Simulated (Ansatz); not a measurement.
Gas-phase electronic energies from Ansatz, PBE0-D4/def2-TZVP geometries. CCSD(T)/CBS adds triple-zeta CCSD(T) − MP2 to the extrapolated MP2 energy (def2 sets, frozen cores). This one scheme is used for every species. DFT in def2-TZVPP. B3LYP here is the variant with VWN-RPA as its local correlation; programs differ in this. Each species was taken in one conformer, which may not be the lowest.

`CC[SiH2]CS` + `C=O` → `O=C[SiH2]CS` + `CC`  (formal exchange of groups at the Si–C bond)

`CC[SiH2]CS`:

Z-matrix (Å, degrees):
```
C
C 1 1.526
H 1 1.093 2 111.6
H 1 1.094 2 111.7 3 -120.0
H 1 1.093 2 111.4 3 120.1
Si 2 1.876 1 113.7 3 -178.3
H 2 1.095 1 110.7 3 58.9
H 2 1.095 1 110.3 3 -57.6
C 6 1.883 2 111.5 1 -54.8
H 6 1.487 2 110.7 1 -175.9
H 6 1.494 2 109.1 1 64.5
S 9 1.814 6 112.9 2 -57.8
H 9 1.092 6 112.4 2 68.0
H 9 1.093 6 108.8 2 -173.9
H 12 1.342 9 97.6 6 54.1
```

`C=O`:

```xyz
4

C    -0.002   -0.004   -0.002
O     0.496    1.000    0.415
H     0.077   -0.968    0.540
H    -0.571   -0.027   -0.953
```

`O=C[SiH2]CS`:

Z-matrix (Å, degrees):
```
Si
C 1 1.926
C 1 1.869 2 109.4
H 1 1.485 2 108.4 3 -121.9
H 1 1.493 2 105.5 3 121.6
O 2 1.207 1 122.8 3 -2.5
H 2 1.117 1 118.4 3 178.8
S 3 1.817 1 110.6 2 -61.0
H 3 1.093 1 109.7 2 -177.4
H 3 1.091 1 112.5 2 63.4
H 8 1.343 3 96.1 1 63.1
```

`CC`:

Cartesian coordinates in Å:
```
C -0.228 0.111 -0.716
C 0.228 -0.111 0.716
H -1.189 -0.371 -0.908
H -0.344 1.175 -0.937
H 0.492 -0.296 -1.431
H 1.189 0.371 0.908
H 0.344 -1.175 0.937
H -0.492 0.296 1.431
```

```json
{"level": "PBE-D4", "ΔE (kJ/mol)": "-0.8", "difference from CCSD(T)/CBS": "-7.4"}
{"level": "r2SCAN-D4", "ΔE (kJ/mol)": "1.0", "difference from CCSD(T)/CBS": "-5.6"}
{"level": "PBE0-D4", "ΔE (kJ/mol)": "3.9", "difference from CCSD(T)/CBS": "-2.7"}
{"level": "ωB97X-V", "ΔE (kJ/mol)": "4.5", "difference from CCSD(T)/CBS": "-2.1"}
{"level": "ωB97M-V", "ΔE (kJ/mol)": "5.3", "difference from CCSD(T)/CBS": "-1.3"}
{"level": "B2PLYP", "ΔE (kJ/mol)": "1.0", "difference from CCSD(T)/CBS": "-5.6"}
{"level": "B3LYP", "ΔE (kJ/mol)": "-4.3", "difference from CCSD(T)/CBS": "-10.9"}
{"level": "HF/def2-TZVPP", "ΔE (kJ/mol)": "3.2", "difference from CCSD(T)/CBS": "-3.4"}
{"level": "MP2/def2-TZVPP", "ΔE (kJ/mol)": "10.7", "difference from CCSD(T)/CBS": "4.1"}
{"level": "SCS-MP2/def2-TZVPP", "ΔE (kJ/mol)": "8.5", "difference from CCSD(T)/CBS": "1.9"}
{"level": "CCSD/def2-TZVPP", "ΔE (kJ/mol)": "7.8", "difference from CCSD(T)/CBS": "1.2"}
{"level": "CCSD(T)/def2-TZVPP", "ΔE (kJ/mol)": "7.4", "difference from CCSD(T)/CBS": "0.8"}
{"level": "HF/def2-QZVPP", "ΔE (kJ/mol)": "3.5", "difference from CCSD(T)/CBS": "-3.1"}
{"level": "MP2/def2-QZVPP", "ΔE (kJ/mol)": "10.3", "difference from CCSD(T)/CBS": "3.7"}
{"level": "HF/CBS(def2)", "ΔE (kJ/mol)": "3.5", "difference from CCSD(T)/CBS": "-3.1"}
{"level": "CCSD/CBS(def2)", "ΔE (kJ/mol)": "6.9", "difference from CCSD(T)/CBS": "0.3"}
{"level": "CCSD(T)/CBS", "ΔE (kJ/mol)": "6.6", "difference from CCSD(T)/CBS": "0"}
```

Largest T1 diagnostic among the species: 0.015.

The D4 term adds +5.6 kJ/mol with B3LYP and +3.5 kJ/mol with PBE0; it sums over pairs of atoms, weighted by their polarisabilities, and B3LYP, whose exchange is more repulsive, gets the larger term. From PBE to PBE0 (25 % exact exchange), in def2-TZVPP and without D4, ΔE moves by +5.0 kJ/mol. In def2-TZVPP, CCSD(T) changes the Hartree–Fock value by +4.2 kJ/mol (the triples alone add −0.4 kJ/mol) and MP2 by +7.5 kJ/mol.
